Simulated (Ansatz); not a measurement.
Species: C₃H₄N, SMILES `C[N]C#C` (charge 0, multiplicity 2), formula C3H4N.

**Question.** How many basis functions does frozen-core CCSD(T)/cc-pVTZ // PBE-D3(BJ)/def2-TZVP in Ansatz (a first-principles code) use, how many core orbitals are frozen, and how many electrons are correlated?

**Answer.** 176 basis functions and 4 frozen orbitals, which leaves 21 correlated electrons. Core time is of the order of minutes.
